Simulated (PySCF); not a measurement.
**From computed data to an observable: oscillator strength and radiative lifetime**

C4H10O, SMILES CC(C)(C)O.

Coordinates come from a B3LYP-D3(BJ)/def2-SVP optimisation. One conformer was computed; it need not be the lowest.

TDDFT-M06-2X/def2-SVPD (PySCF) puts the first singlet state with f over 0.02 at 8.58 eV (vertical), with the transition dipole (0.000, 0.000, 0.393) in atomic units.

### Question
Find the oscillator strength, the wavelength and the radiative lifetime that this transition would have in vacuum if emission retraced absorption.

### Answer

|μ|² = 0.1544 au, so |μ| = 1.00 D. ΔE = 8.58/27.211 = 0.3153 hartree. f = (2/3) ΔE |μ|² = 0.032 (the program prints 0.032).
λ = 1239.84/8.58 = 145 nm; ν = 69202 cm⁻¹.
Einstein's coefficient A = 0.6670 ν² f s⁻¹ (ν in cm⁻¹) = 1.0e8 s⁻¹, so τ = 1/A = 9.6 ns. This state is S2; the lower singlet has f = 0.018. The figure is the radiative limit of this one transition; relaxation, internal conversion, crossing to triplets and a medium change what is measured.
